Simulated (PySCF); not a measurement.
Cs(I) anion (CsI), SMILES [I][Cs] (connectivity only; charge and spin as stated), charge -1, multiplicity 2.

The structure is a stationary point at B3LYP-D3(BJ)/def2-TZVPD. The multiplicity is an assumed one; other spin states were not compared. The def2 effective core potentials stand for the cores of Cs, I; spin–orbit coupling is left out.

These are CAM-B3LYP/def2-TZVPD run with PySCF values and carry that method's errors.

- total energy: -317.94974 hartree
- point group: C∞v
- α spin, highest occupied and lowest empty level: -0.24 and 2.23 eV
- β spin, highest occupied and lowest empty level: -3.67 and 1.83 eV
- dipole moment about the centre of nuclear charge: 2.38 D
- ⟨S²⟩: 0.750 (pure state 0.75)
